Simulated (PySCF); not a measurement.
C6H12BO2, charge +2, doublet, at a GFN2-xTB geometry of the parent state (a state made from the parent by changing its charge; the spin is typed, not shown lowest); PySCF with HF/STO-3G.

Here is a job for PySCF.
```python
from pyscf import gto, scf

mol = gto.M(
    atom='''
C     1.48710897    1.20539539   -0.61618094
C     0.77466121   -0.07431944   -0.17081065
C     1.27822759   -1.24732067   -1.00515083
O     1.14641932   -0.29412177    1.21015392
B     0.09393638    0.01824653    1.99808540
O    -1.02808914    0.31710664    1.30680277
C    -0.78733229    0.07185816   -0.09871123
C    -1.53732232   -1.21514900   -0.45188832
C    -1.36795313    1.22989207   -0.90336734
H     2.55859468    1.06595559   -0.49202134
H     1.18462008    2.04516570    0.00410776
H     1.27837026    1.42611539   -1.65918394
H     0.92367057   -2.19405612   -0.61047442
H     2.36503208   -1.25741367   -0.97697224
H     0.95426780   -1.14070787   -2.03743575
H    -2.59255428   -1.07255202   -0.23032048
H    -1.42716054   -1.45501693   -1.50567776
H    -1.17725806   -2.04373567    0.15248709
H    -0.97874581    2.18335811   -0.56101033
H    -1.14217070    1.10420896   -1.95937607
H    -2.44732959    1.24142792   -0.77354717
''',
    basis='sto-3g',
    charge=2,
    spin=1,
    verbose=3,
)

mf = scf.ROHF(mol)
mf.kernel()
mf.analyze()
```

Problem. Write the output that PySCF gives for this input, abridged.

Solution. 
```
converged SCF energy = -402.809740692671
**** MO energy ****
                Roothaan           | alpha              | beta
MO #1   energy= -20.9543661332913  | -20.9590490104927  | -20.9496832560898  occ= 2
MO #2   energy= -20.9542340486803  | -20.9589322467692  | -20.9495358505913  occ= 2
MO #3   energy= -11.5856591657746  | -11.5863857882708  | -11.5849325432784  occ= 2
MO #4   energy= -11.58529775854    | -11.586008135023   | -11.584587382057   occ= 2
MO #5   energy= -11.4350714985371  | -11.4358794204414  | -11.4342635766329  occ= 2
MO #6   energy= -11.4350623508959  | -11.4358720891586  | -11.4342526126325  occ= 2
MO #7   energy= -11.4162169406902  | -11.4165332335186  | -11.4159006478622  occ= 2
MO #8   energy= -11.4162103288176  | -11.4165260896946  | -11.4158945679406  occ= 2
MO #9   energy= -8.14631227095063  | -8.14632651493667  | -8.14629802696447  occ= 2
MO #10  energy= -1.93045010031192  | -1.95136958439569  | -1.90953061621062  occ= 2
MO #11  energy= -1.84419866964458  | -1.8699917781196   | -1.81840556116955  occ= 2
MO #12  energy= -1.48956137113389  | -1.49703432155457  | -1.48208842082841  occ= 2
MO #13  energy= -1.3919050930999   | -1.39968656419395  | -1.38412362200586  occ= 2
MO #14  energy= -1.3076485300325   | -1.31444875703343  | -1.30084830303156  occ= 2
MO #15  energy= -1.26154607748942  | -1.26812745083651  | -1.25496470417839  occ= 2
MO #16  energy= -1.23711848239171  | -1.24148854944606  | -1.23274841539349  occ= 2
MO #17  energy= -1.19964873636051  | -1.20694403473375  | -1.19235343522246  occ= 2
MO #18  energy= -1.18026933223746  | -1.18483229976967  | -1.17570636470525  occ= 2
MO #19  energy= -1.05061277803187  | -1.0562711405985   | -1.0449544170179   occ= 2
MO #20  energy= -1.04841310045983  | -1.09772313739201  | -0.999103063527706 occ= 2
MO #21  energy= -0.990665669863779 | -1.00228544592839  | -0.979045893799148 occ= 2
MO #22  energy= -0.978501502131892 | -0.986698679925578 | -0.97030432911827  occ= 2
MO #23  energy= -0.971914553935506 | -0.979063312387931 | -0.964765795483086 occ= 2
MO #24  energy= -0.928029127324411 | -0.954470506758442 | -0.90158771945517  occ= 2
MO #25  energy= -0.913059673456833 | -0.930222941606304 | -0.895896405307357 occ= 2
MO #26  energy= -0.899781561452911 | -0.903878718792511 | -0.895684400949394 occ= 2
MO #27  energy= -0.88596164788611  | -0.89497356518997  | -0.876949730582248 occ= 2
MO #28  energy= -0.88229930595239  | -0.885778861417759 | -0.878819750487016 occ= 2
MO #29  energy= -0.870209665410093 | -0.872851805718076 | -0.867567525102121 occ= 2
MO #30  energy= -0.854655653523588 | -0.858612426773404 | -0.850698879707529 occ= 2
MO #31  energy= -0.843303639624438 | -0.858650611089486 | -0.827956668159219 occ= 2
MO #32  energy= -0.836697162313558 | -0.847272062912927 | -0.82612225926128  occ= 2
MO #33  energy= -0.823686540134408 | -0.826071337126344 | -0.821301740915746 occ= 2
MO #34  energy= -0.680472446603658 | -0.876186287274085 | -0.484758637423172 occ= 1
MO #35  energy= -0.420124493665421 | -0.421797230894941 | -0.418451757759052 occ= 0
MO #36  energy= -0.222150732783137 | -0.256986539252349 | -0.187314926313982 occ= 0
MO #37  energy= 0.0161652037153691 | 0.0106765520272119 | 0.0216538555352136 occ= 0
MO #38  energy= 0.0430792301755132 | 0.0374743928159944 | 0.048684067535031  occ= 0
MO #39  energy= 0.135860920933428  | 0.13092618885409   | 0.140795653012767  occ= 0
MO #40  energy= 0.176159420448493  | 0.166515701799767  | 0.185803139097217  occ= 0
MO #41  energy= 0.22560185849321   | 0.220649220243411  | 0.230554496822406  occ= 0
MO #42  energy= 0.237035155164951  | 0.232235713166445  | 0.241834597492782  occ= 0
 ** Mulliken atomic charges  **
charge of    0C =     -0.08725
charge of    1C =      0.17707
charge of    2C =     -0.10148
charge of    3O =      0.08194
charge of    4B =      0.71338
charge of    5O =      0.08194
charge of    6C =      0.17707
charge of    7C =     -0.08725
charge of    8C =     -0.10148
charge of    9H =      0.10432
charge of   10H =      0.07324
charge of   11H =      0.11185
charge of   12H =      0.08310
charge of   13H =      0.09972
charge of   14H =      0.10080
charge of   15H =      0.10432
charge of   16H =      0.11185
charge of   17H =      0.07324
charge of   18H =      0.08310
charge of   19H =      0.10080
charge of   20H =      0.09972

WARN: System has nonzero charge 2; the dipole moment is origin-dependent.
Location of origin: [0. 0. 0.]

Dipole moment(X, Y, Z, Debye):  0.27732,  0.05386,  5.89854
```
